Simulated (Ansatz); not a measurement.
A CCSD(T) single point on `O[CH2][In]([F])[SiH3]`.

```yaml
crystal:
  periodic: [false, false, false]
  atoms:
    - {symbol: O, position_ang: [-1.763599, 1.682139, -1.013862]}
    - {symbol: C, position_ang: [-0.763210, 0.919636, -1.656028]}
    - {symbol: In, position_ang: [0.364631, -0.441319, -0.372981]}
    - {symbol: F, position_ang: [1.404206, -1.628178, -1.566387]}
    - {symbol: Si, position_ang: [0.805925, -1.092399, 2.072252]}
    - {symbol: H, position_ang: [-1.347146, 2.381778, -0.507030]}
    - {symbol: H, position_ang: [-0.062334, 1.538990, -2.227808]}
    - {symbol: H, position_ang: [-1.268078, 0.273289, -2.377080]}
    - {symbol: H, position_ang: [0.279141, -2.460726, 2.321049]}
    - {symbol: H, position_ang: [2.269842, -1.080167, 2.332869]}
    - {symbol: H, position_ang: [0.146124, -0.149942, 3.015506]}
basis:
  gaussian: {orbitals: def2-TZVPP}
correlation: {method: ccsd_t}
```

```sh
$ ansatz run in.yaml --threads 4 --pin off --events-out ev --progress --plain --max-ram 10444MiB
```

The program prints (abridged):

```
Functional definition: HF
1786 factors; integrals over basis functions are off by at most 8.7e-4 eV
mean field evaluation 1: about -18877.3035 eV, gradient 4.8e1 eV
mean field evaluation 2: about -18877.4409 eV, gradient 4.8e1 eV
mean field evaluation 4: about -18882.2540 eV, gradient 3.9e0 eV
mean field evaluation 8: about -18882.3395 eV, gradient 4.1e-1 eV
mean field -18882.34009790 eV, -693.9131996882 hartree, gradient 1.0e-5 eV, S^2 0.000000; 0 other end points of the search recorded, 0 dependent functions left out
12 core orbitals not correlated: weight in the atoms' cores, before any rotation towards them, 1.000 or more for the frozen orbitals, at most 0.000 for the correlated occupied ones
reference -18882.34009790 eV, -693.9131996882 hartree; 20, 20 occupied and 237, 237 virtual orbitals, 1786 factors
second order -29.43163130 eV of doubles, -0.00000000 eV of singles
cycle   1  -29.34050707 eV  change    9.1e-2 eV  update   1.3e-1
cycle   2  -30.04931668 eV  change   -7.1e-1 eV  update   4.3e-2
cycle   3  -30.23760223 eV  change   -1.9e-1 eV  update   2.6e-2
cycle   4  -30.23127372 eV  change    6.3e-3 eV  update   7.4e-3
cycle   5  -30.22261895 eV  change    8.7e-3 eV  update   3.6e-3
cycle   6  -30.22384913 eV  change   -1.2e-3 eV  update   1.3e-3
cycle   7  -30.22396794 eV  change   -1.2e-4 eV  update   5.0e-4
cycle   8  -30.22360716 eV  change    3.6e-4 eV  update   2.1e-4
cycle   9  -30.22363572 eV  change   -2.9e-5 eV  update   8.4e-5
cycle  10  -30.22374790 eV  change   -1.1e-4 eV  update   3.2e-5
cycle  11  -30.22369619 eV  change    5.2e-5 eV  update   1.5e-5
cycle  12  -30.22369974 eV  change   -3.6e-6 eV  update   6.3e-6
perturbative correction -1.02305204 eV, -0.0375964692 hartree
Total energy: -18913.58684969 eV, -695.0614966364 hartree
```

It took 5.1 min on 4 threads of an Arm Neoverse V2 on a shared host, with 7.5 GiB of host memory at the peak.

The correlation energy is -31.247 eV, 3.3 % of it from (T); the T1 diagnostic reads 0.0148.
